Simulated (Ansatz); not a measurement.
Reactions of C4H9Al, SMILES `C[CH]1[CH2][Al]1[CH3]`.

Computed with Ansatz on PBE0-D4/def2-TZVP structures; ΔE is electronic, products minus reactants. CCSD(T)/CBS adds triple-zeta CCSD(T) − MP2 to the extrapolated MP2 energy (def2 sets, frozen cores). This one scheme is used for every species. Functionals use def2-TZVPP. Triplets are unrestricted, without spin–orbit coupling. def2 core potentials past Kr. For In outer-core shells are correlated without core-valence functions, which leaves a few kJ/mol of doubt a bond. Each species was taken in one conformer, which may not be the lowest.

```
                                                                       reaction  CCSD(T)/CBS(def2) (eV)
 `C[CH]1[CH2][Al]1[CH3]` + `N=C(F)Cl` → `C/N=C(/F)Cl` + `[CH3][Al]1[CH2][CH2]1`                    0.18
                  `C[CH]1[CH2][Al]1[CH3]` + BH₃ → `[BH2][Al]1[CH2][CH]1C` + CH₄                   -0.02
          `C[CH]1[CH2][Al]1[CH3]` → `[CH3][Al]1[CH2][CH2]1` + `[CH2]` (triplet)                       ?
`C[CH]1[CH2][Al]1[CH3]` + `[SH][InH2]` → `C[S][InH2]` + `[CH3][Al]1[CH2][CH2]1`                    0.18
```

(1) Fill in the missing values. (Estimate.)

Largest T1 diagnostic: 0.020, for `[BH2][Al]1[CH2][CH]1C`.

## Answers

(1) The calculation gave: `C[CH]1[CH2][Al]1[CH3]` → `[CH3][Al]1[CH2][CH2]1` + `[CH2]` (triplet): +4.48 eV.
